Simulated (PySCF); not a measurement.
## Polarisability and C₆ of Mn+ (manganese, charge +1)

[Ar] 3d5 4s1, high-spin 7S determinant. Computed with PySCF 2.14 in aug-cc-pwCVTZ-DK, with scalar relativity by spin-free X2C-1e. Coupled (time-dependent) response in atomic units; α is the mean over directions.

```json
{"method": "UHF", "mean α (bohr³)": "38.77", "C₆ (like pair)": "213.5", "S(−4)": "1378"}
{"method": "PBE", "mean α (bohr³)": "27.50", "C₆ (like pair)": "143.5", "S(−4)": "591.3"}
```

S(−4) is the Cauchy moment in α(ω) = α(0) + S(−4) ω² + …

α(iu) at PBE:

```
u (hartree)  α(iu) (bohr³)
          0          27.50
     0.0500          26.11
      0.100          22.78
      0.200          15.65
      0.300          10.91
      0.500          6.347
      0.750          4.061
       1.00          2.956
       1.50          1.866
       2.00          1.322
       3.00         0.7791
       5.00         0.3696
```

A single London oscillator, α(iu) = α/(1 + u²/ω²), gives C₆ = (3/4) ω α². Matching the computed C₆ needs ω = 4 × 143.5 / (3 × 27.50²) = 0.253 hartree.

For an ion, C₆ is the dispersion term alone; charge-induced terms of lower order in 1/R come first.
